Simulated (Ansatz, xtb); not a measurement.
Relative energy of two isomers of C5H7FGeO

Structure X: `[CH3][GeH2][c]1ccc(F)o1`, a singlet. Structure Y: `C=CC[C](=C=O)[GeH2][F]`, a singlet. Both are isolated molecules in the gas phase, relaxed with B3LYP/def2-SVP; each stands in its lowest conformer found.

Problem. Which of the two would you expect CCSD(T)/def2-SVP + ΔMP2/def2-TZVPP electronic energies to favour?

Solution. Structure Y; the calculation gives E(Y) − E(X) = −0.533 eV.

How the difference moves with the method:

```tsv
level	geometry	E(Y) − E(X) (eV)	departure from the last row (eV)	job, with rough time for the two
B3LYP/def2-SVP	B3LYP/def2-SVP	−0.361	+0.172	optimisation, 48 s
HF/def2-SVP	B3LYP/def2-SVP	−0.674	−0.140	part of the CCSD(T) run
MP2/def2-SVP	B3LYP/def2-SVP	−0.574	−0.041	part of the CCSD(T) run
CCSD(T)/def2-SVP	B3LYP/def2-SVP	−0.588	−0.055	single point
CCSD(T)/def2-SVP + ΔMP2/def2-TZVPP	B3LYP/def2-SVP	−0.533		single point, 69 s
```

As drawn, Y has 2 C=C, 2 C–C, 1 C=O, 1 F–Ge in place of 1 C–Ge, 3 C∷C, 1 C–F, 2 C∷O (∷ is an aromatic bond). Structure X has a 5-membered ring (with an aromatic ring), Y no ring.

The levels shown agree on the order. The largest departure from CCSD(T)/def2-SVP + ΔMP2/def2-TZVPP is that of B3LYP/def2-SVP, 0.172 eV. Levels run at GFN2-xTB geometries aren't shown. The last row adds to CCSD(T) the change of the MP2 difference between the two basis sets, here +0.055 eV.

With thermal terms from frequencies at re-optimised GFN2-xTB minima (ideal gas, soft modes damped towards free rotors, one conformer each, 298.15 K, 1 atm): on the last row, ΔE + ΔZPE = −0.588, ΔH = −0.552, ΔG = −0.637 eV.

The correlated steps freeze 16 core orbitals; the filled d shell of Ge is correlated, in a basis made for valence electrons. Codes used: Ansatz 0.2.0, xtb 6.7.1; the last row on 4 threads of AMD EPYC 9R45 96-Core Processor (Zen 5) on a shared host.
